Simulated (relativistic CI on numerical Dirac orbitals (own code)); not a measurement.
Computed by Dirac-Coulomb-Breit CI, KLI orbitals optimised for each configuration, model QED (radiative potential, 1s self-energy scaled to tabulated hydrogen-like ionisation energies), unscaled Slater integrals (own radial code, finite nucleus).

The strongest absorption lines from the ground level of an ion, among the configurations computed and to levels below about 1390 eV (vacuum wavelength in nm, gf): 1.6206 (0.23), 1.6498 (0.86), 1.6646 (1.3), 1.6835 (1.3), 1.8498 (0.14), 1.9113 (0.35), 3.2111 (0.73), 3.3891 (0.17).

Problem. Which ion is it?
A. Pt⁶⁴⁺
B. Pt⁶²⁺
C. Ra⁷²⁺
D. Pt⁶⁰⁺

Solution. B. Pt⁶²⁺ has 16 electrons and the ground level 3s2 3p4 3P_2; the strongest line goes to 3s2 3p3 3d 3D°_2. The pattern of lines fixes the number of electrons, and along that sequence the line energies rise steadily with the charge (about as its square where n changes within one kind of shell, about linearly where n is kept but much faster in heavy ions where fine structure, which grows about as Z⁴, sets the gap, and irregularly where shells cross), which fixes Z. Configurations outside the model, such as inner-shell arrays, can give stronger lines. At this charge energies of transitions that change n are usually good to better than 1 %, and those within a shell (Δn = 0) to a few per cent.

LS names give the leading component of a level, which can be under half, so a name can repeat, a term be missing and a line seem to break the LS rules.
